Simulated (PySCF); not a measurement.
## Does the structure fit the spectrum?

A compound C6H9N3 gives the data below (simulated from a calculation) and was assigned the structure `C=Cn1c(C)nnc1C`.

13C{1H} NMR (computed): δ 154.0 (C), 139.9 (CH), 118.5 (CH), 103.2 (CH2), 22.6 (CH2), 16.7 (CH3).

1H NMR (400 MHz, computed): δ 7.56 (s, 1H), 7.47 (m, 1H), 5.43 (m, 1H), 5.08 (m, 1H), 2.60 (q, 2H), 1.42 (t, 3H).

All values are calculated (PySCF 2.14.0 with density-fitted response routines): geometry from PBE0-D3(BJ)/def2-SVP, shielding tensors at PBE0/pcSseg-1 (GIAO). In vacuum, no relativistic terms, one computed conformer, fast rotation and ring inversion assumed for equivalent nuclei.

Chemical shifts δ = σref − σ; 1H, 13C against TMS, all at this level.

Question: Compare with the shifts computed for the proposed structure, pairing carbons in order of shift.

Answer: Atoms are numbered as in `[CH2:1]=[CH:2][n:3]1[c:4]([CH3:5])[n:6][n:7][c:8]1[CH3:9]`. Hydrogens are named by the atom that carries them.

| atom | computed for proposal | given list | difference |
| --- | --- | --- | --- |
| C4 | 152.2 | 154.0 | -1.8 |
| C8 | 152.2 | 139.9 | +12.3 |
| C2 | 134.8 | 118.5 | +16.3 |
| C1 | 105.1 | 103.2 | +1.9 |
| C5 | 14.4 | 22.6 | -8.2 |
| C9 | 14.4 | 16.7 | -2.3 |

The rms difference is 9.1 ppm and the largest +16.3 ppm at C2 (alkene CH). The proposal also would give 4 carbon signals, not 6. The carbon types in order of shift don't match either: C, C, CH, CH2, CH3, CH3 for the proposal against C, CH, CH, CH2, CH2, CH3 in the data. The proposal doesn't fit.

Question: Which isomer fits?

Answer: `C=Cn1cc(CC)nn1`.

- Carbon types of the structure: 1 × C, 2 × CH, 2 × CH2, 1 × CH3, which accounts for all hydrogens.
- δC 154.0: substituted aromatic carbon next to a ring nitrogen.
- δC 139.9: alkene CH; the olefinic region.
- δC 118.5: aromatic CH next to a ring nitrogen.
- δC 103.2: terminal =CH2 carbon; the olefinic region.

Other isomers checked: C=Cn1nc(C)c(C)n1 (rms 10.8 ppm).

This is the structure that produced the data.

Shifts are as computed. Against solution values, carbons near 30 ppm lie about +2 ppm off and those near 130 ppm about +5 ppm (rms about the fit 1.9 ppm; single classes can miss by 10 ppm). Of 1328 compounds with measured shifts, 309 miss one by over three times the rms of a fit or turn the order of signals round; such compounds aren't used in these exercises. Signals without a measured value on file couldn't be tested in this way; 1H shifts scatter by 0.2 ppm about their fit, and single ones miss by 0.5 ppm. No couplings were computed; multiplicities are counted from neighbouring protons, with m where these are inequivalent, close in shift, in a saturated or five-membered ring or joined by F or P, and br s for small geminal =CH2 splittings.
